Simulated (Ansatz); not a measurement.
The first iterations of a band of BFH3N + ClH (8 atoms, charge 0, multiplicity 1).

Theory: Ansatz 0.2.0, RKS BLYP-D4/def2-SVP.

| Quantity | Value |
| --- | --- |
| movable images | 7 |
| climbing image | yes |
| spring | 5.0 eV/Å² |
| optimiser | quadratic models (default) |
| start path | through a guess of the saddle point |
| force threshold | 0.05 eV/Å |
| iteration limit | 60 |
| end points | relaxed |

First end point:

```xyz
8
Properties=species:S:1:pos:R:3
B 0.033 -0.190 -0.200
H -0.045 -0.412 0.997
N 1.276 -0.183 -0.842
H 2.155 -0.330 -0.346
H 1.384 0.002 -1.841
F -1.101 0.018 -0.896
Cl 0.173 2.658 1.802
H 0.065 1.362 1.692
```

Last end point:

```xyz
8
Properties=species:S:1:pos:R:3
B -0.099 0.729 -0.861
H 0.727 -0.185 2.920
N 1.120 0.039 -0.893
H 1.266 -0.772 -1.495
H 1.919 0.295 -0.314
F -1.130 0.345 -1.631
Cl -0.329 2.141 0.222
H 0.465 0.332 2.418
```

| iteration | highest image above the first end (eV) | largest band force component (eV/Å) |
| --- | --- | --- |
| 1 | 2.936 | 12.033 |
| 2 | 1.603 | 2.689 |
| 3 | 1.318 | 1.730 |
| 4 | 1.268 | 2.963 |
| 5 | 1.132 | 0.741 |
| 6 | 1.404 | 0.686 |
| 7 | 1.478 | 1.373 |
| 8 | 1.288 | 1.740 |
| 9 | 1.152 | 0.939 |
| 10 | 0.971 | 0.721 |
| 11 | 0.887 | 0.536 |
| 12 | 0.804 | 0.633 |

Q: Does the band converge within its limit, and where does its top end?

A: It converged. It ended after 37 iterations with the highest image 1.198 eV above the first end. The profile has 2 maxima (images 2, 5) with wells between them (image 4): this band takes more than one step, which may be the mechanism or a detour left from its start path. Neighbouring images differ by up to 1.5 eV, so the band resolves the path poorly. A vibrational analysis at the climbing image gives one clearly imaginary mode, 832i cm⁻¹: a first-order saddle point. The orbitals stay closed-shell, which can raise the energy where a bond breaks towards radicals; this wasn't checked here.

Time of the run: 8.4 min on 1 thread of Arm Neoverse V1 (shared host), peak memory 0.12 GiB.
